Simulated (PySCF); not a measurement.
Compound: C3H7FSi.
Numbering: `[CH2:1]=[CH:2][SiH2:3][CH2:4][F:5]`

The computed photoelectron lines, unassigned: C 1s: 290.27 (area 1), 290.61 (area 1), 292.44 (area 1) eV; F 1s: 692.31 eV; Si 1s: 1846.42 eV; Si 2p3/2: 106.68 eV.

Computed with PySCF 2.14.0, delta-SCF UKS SCAN, pcX-2 on the ionised atom, pcseg-1 elsewhere, spin-free X2C. One conformer (not necessarily the lowest) at the PBE0-D3(BJ)/def2-SVP geometry, without solvent, vibrations or thermal averaging.

**Question.** Which carbon gives which C 1s line?

**Answer.** 290.27 eV: C2 (alkene CH carbon); 290.61 eV: C1 (terminal =CH2 carbon); 292.44 eV: C4 (sp3 C–F carbon). Lowest listed C 1s: C2, bonded to C (double bond), H and Si. Highest, 2.17 eV above it: C4, bonded to F, 2 H and Si. Summing the Pauling electronegativity differences to the bonded atoms, each weighted by its formal bond order, gives -1.00 for the lowest site and +0.08 for the highest; no listed site has a larger sum than the highest.

Bonded neighbours of each site: C1: C (double bond) and 2 H; C2: C (double bond), H and Si; Si3: 2 C and 2 H; C4: F, 2 H and Si; F5: C.

**Question.** Express the binding energy of Si 1s of Si3 in atomic units and per mole.

**Answer.** 1846.42 eV = 67.8547 Eh = 178152 kJ/mol.

For 2p shells one spin-free hole was relaxed; a mean-field spin–orbit operator and the ground-state splitting of the three 2p orbitals were then diagonalised within the shell. The shell's mean is (2 × 2p3/2 + 2p1/2)/3, and the degeneracies 2j + 1 give areas of 2:1. 2p1/2 minus 2p3/2 (ligand field included): Si 0.62 eV.

The run took 30 s on one thread, x86-64 server, shared host.

Conformer computed: `[CH2:1]=[CH:2][SiH2:3][CH2:4][F:5]`: C1–C2–Si3–C4 123°, C2–Si3–C4–F5 60°.
